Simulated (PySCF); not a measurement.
Computed IR spectrum (relative IR intensity) of a molecule C3H9ClGe. Geometry: B3LYP-D3(BJ)/def2-SVP. Other conformers were not sampled. All values below come from B3LYP-D3(BJ)/def2-SVP run with PySCF 2.14.0. Frequencies are harmonic and unscaled.

```
ν (cm⁻¹)  relative intensity
--------  ------------------
178                       13
392                       54
565                       13
611                       60
757                       37
839                       97
842                      100
1254                      25
1263                     2.1
1435                     9.3
1446                     9.3
3037                      18
3134                      17
3149                      11
```

**Question.** Pick the molecule that these values belong to.
(A) [CH3][Ge]([CH3])([CH3])[Cl]
(B) CC[CH2][GeH2][Cl]
(C) C[C@H](Cl)[CH2][GeH3]
(D) C[CH](C)[GeH2][Cl]

**Answer.** A, [CH3][Ge]([CH3])([CH3])[Cl]
